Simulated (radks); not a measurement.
The numbers below are computed, except where a source is named.
These are the eigenvalues of the occupied orbitals of an atom or ion with whole-number occupations (eV). Level of theory: non-relativistic Kohn-Sham, TPSS, spin-polarised, spherical densities, point nucleus; meta-GGA in the generalised Kohn-Sham scheme (a radial shooting solver on a logarithmic mesh with Libxc functionals).

1s down: -7522.886
1s up: -7522.884
2s up: -877.2685
2s down: -876.8205
2p up: -759.1114
2p down: -758.7518
3s up: -93.2988
3s down: -92.2035
3p up: -58.1258
3p down: -57.0414
3d up: -2.0617
3d down: -1.1800

Which element is it, and in what charge state? The configuration may be excited. Open shells, if any, are filled with parallel spins first.

Answer. Z = 27, cobalt, charge 0: Co in [Ar] 3d9. The list shows which subshells hold electrons but not how many an open one holds; the 1s level, -276.46 hartree, gives Z - s = 23.5 by -(Z - s)^2/2, which with screening narrows Z to a few neighbours, and the depths of the outer levels then fix element, charge and occupations together.
